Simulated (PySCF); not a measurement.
**MLi cations for M along the second period**

CCSD(T) with double-zeta basis sets in PySCF, for the lowest determinant that a PBE0 search found; no spin–orbit coupling. De refers to high-spin ground-configuration atoms (the charge goes to the atom of lower measured ionisation energy or higher electron affinity, which is not always the lowest computed limit).

| M | basis | reference, frozen orbitals | charged atom | state (unpaired electrons) | Re (Å) | ωe (cm⁻¹) | De (eV) |
| --- | --- | --- | --- | --- | --- | --- | --- |
| Li | aug-cc-pVDZ | UHF, 0 | Li+ | doublet (σ ↑) | 3.148 | 260 | 1.27 |
| Be | aug-cc-pVDZ | RHF, 0 | Li+ | singlet (closed shell) | 2.591 | 302 | 0.58 |
| B | cc-pVDZ | UHF, 1 | Li+ | doublet (σ ↑) | 2.536 | 315 | 0.77 |
| C | def2-SVPD | UHF, 1 | Li+ | triplet (σ ↑, π ↑) | 2.357 | 302 | 0.45 |
| N | def2-SVP | UHF, 1 | Li+ | quartet (σ ↑, π ↑↑) | 2.281 | 246 | 0.22 |
| O | x2c-SVPall | UHF, 1 | Li+ | triplet (π ↑↑) | 2.122 | 344 | 0.56 |
| F | cc-pVDZ | UHF, 1 | Li+ | doublet (π ↑) | 2.113 | 286 | 0.42 |

The shortest bond is that of LiF⁺ (2.113 Å), the longest that of Li₂⁺ (3.148 Å). Li₂⁺ is bound most strongly (1.27 eV) and LiN⁺ least (0.22 eV).

The rows differ in basis set, which adds steps of its own.

The state changes along the series, so neighbouring rows are not always alike in their bonding.

Correlated steps freeze the inner cores (0 to 1 orbitals); shallow outer-core shells are correlated. Weak bonds: LiC⁺, LiF⁺, LiN⁺. Basis-set superposition, not corrected here, can be much of De in a small basis, most of all at correlated wavefunction levels. For an ion De counts to the pair picked by the measured ionisation energies or electron affinities, which need not be the lowest pair at this level. States were picked by a PBE0 search and need not be the measured ground states.
